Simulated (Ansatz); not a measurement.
`NCCO[SiH3]` + `[OH][AlH2]` → `[OH][AlH][CH2]O[SiH3]` + CH₃NH₂  (formal exchange of groups at a C–C bond)

Computed with Ansatz on PBE0-D4/def2-TZVP structures; ΔE is electronic, products minus reactants. CBS: MP2 limit from def2 TZ/QZ plus the TZ coupled-cluster correction, frozen cores. This one scheme is used for every species. One conformer a species, not always the lowest.

| species | CCSD(T)/CBS(def2) energy (Eh) |
| --- | --- |
| `NCCO[SiH3]` | -500.49440 |
| `[OH][AlH2]` | -319.03157 |
| `[OH][AlH][CH2]O[SiH3]` | -723.77346 |
| CH₃NH₂ | -95.75281 |

(1) Work out ΔE.

Largest T1 diagnostic among the species: 0.013.

Results:

(1) ΔE = (-723.77346) + (-95.75281) − (-500.49440) − (-319.03157) = -0.00030 Eh = -0.2 kcal/mol.

From PBE to PBE0 (25 % exact exchange), in def2-TZVPP and without D4, ΔE moves by +1.3 kcal/mol. In def2-TZVPP, CCSD(T) changes the Hartree–Fock value by −4.6 kcal/mol (the triples alone add −0.7 kcal/mol) and MP2 by −4.4 kcal/mol.
